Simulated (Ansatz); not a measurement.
Species: sum formula Si₂H₃F₂, net charge 0, doublet state. It need not be the lowest isomer of its formula. SMILES: F[SiH][SiH2]F
Geometry from a B3LYP-D3(BJ)/def2-TZVP (Ansatz, an electronic-structure program) optimisation:
```
Si
F 1 1.6113
H 1 1.4791 2 108.69
H 1 1.4825 3 109.67 2 -117.19
Si 1 2.3614 3 109.93 4 -126.58
F 5 1.6185 1 108.38 3 53.18
H 5 1.4902 6 106.69 1 -123.99
```
Charge 0, spin multiplicity 2.

Quantity: atomisation energy (electronic, to ground-state atoms), in kcal/mol. Cores are frozen in the correlated levels unless marked. UHF or UKS for open shells. Spin-orbit coupling is left out. Non-relativistic. The coupled-cluster limit lacks core correlation, which all-electron functionals hold. Basis-set limits of correlation are two-point, X^-3; Hartree-Fock from the larger set.

```
level                                                program  atomisation energy (kcal/mol)
--------------------------------------------  --------------  -----------------------------
r2SCAN-D3(BJ)/def2-TZVPD                      Ansatz + dftd3                          551.5
PBE0/def2-SVP                                         Ansatz                            ___
r2SCANh/def2-TZVPD                                    Ansatz                          546.1
SCS-MP2/STO-3G                                        Ansatz                          497.6
CCSD(T)/CBS(aug-cc-pV(T+d)Z,aug-cc-pV(Q+d)Z)          Ansatz                          553.0
```

**Question.** What belongs in the gaps?

**Answer.** 
- PBE0/def2-SVP, atomisation energy (kcal/mol): 526.9
